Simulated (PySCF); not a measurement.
Vertical excitations of a molecule C2H3Cl3Si from TDDFT-ωB97X/def2-SVPD (PySCF 2.14.0), as energy in eV (oscillator strength): 6.94 (0.004), 7.15 (0.436), 7.99 (0.000), 8.09 (0.002), 8.13 (0.029), 8.21 (0.029). Lowest triplet (TDA): 4.23 eV. Geometry optimised at TPSSh-D3(BJ)/def2-SVP. One conformer was computed; it need not be the lowest.

Question: Which structure fits?
(A) [SiH3]C(Cl)=C(Cl)Cl
(B) Cl[SiH2]C=C(Cl)Cl
(C) Cl/C=C\[SiH](Cl)Cl
(D) C=C[Si](Cl)(Cl)Cl

Answer: D, C=C[Si](Cl)(Cl)Cl
